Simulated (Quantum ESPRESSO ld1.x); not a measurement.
Task: The mean radii <r> (bohr) of the occupied orbitals of an atom or ion are listed with their occupations. All-electron calculation, non-relativistic Kohn-Sham, LDA (Slater exchange, Perdew-Wang correlation), spin-polarised, spherical densities, point nucleus. Program: ld1.x of Quantum ESPRESSO 7.5.

orbital  occ.      <r>
1s up       1  0.08637
1s down     1  0.08624
2s up       1   0.4006
2s down     1   0.4033
2p up       3   0.3554
2p down     1   0.3589
3s up       1    1.191
3s down     1    1.206
3p up       3    1.245
3p down     2    1.268
4f up       2    6.452

Name the element and its charge. Open shells, if any, are filled with parallel spins first.

Result: Z = 18, argon, charge +1: Ar+ in [He] 2s2 2p4 3s2 3p5 4f2. The 1s radius gives Z: for a bare nucleus <r> = 1.5/Z, 0.08333 bohr for Z = 18, and screening makes it slightly larger (0.08637 here). The occupations add up to 17, and the charge is Z minus that.
